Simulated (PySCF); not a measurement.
**Correlation energy of Ne⁺ (neon, charge +1)**

[He] 2s2 2p5, 2P determinant. Computed with PySCF 2.14 in cc-pVDZ (3s2p1d, 14 functions), with no relativity, point nucleus. Frozen: 1s2; 7 electrons correlated.

MP2 pair energies summed by pair of shells (mhartree):

```csv
pair,energy,share (%)
2p-2p,-86.53,64.6
2s-2p,-40.05,29.9
2s-2s,-7.28,5.4
```

Total MP2 correlation energy: -133.86 mhartree.

Same-spin part -33.62 and opposite-spin part -100.24 mhartree; SCS-MP2 scales them by 1/3 and 6/5 to -131.50 mhartree.

```csv
level,correlation energy (mhartree)
CCSD,-144.14
(T),-1.02
CCSD(T),-145.16
```

Diagnostics: T1 = 0.0031, D1 = 0.0050, largest double amplitude 0.038.

Is a single reference adequate?

Yes: T1 lies below 0.03 and no double amplitude reaches 0.07.
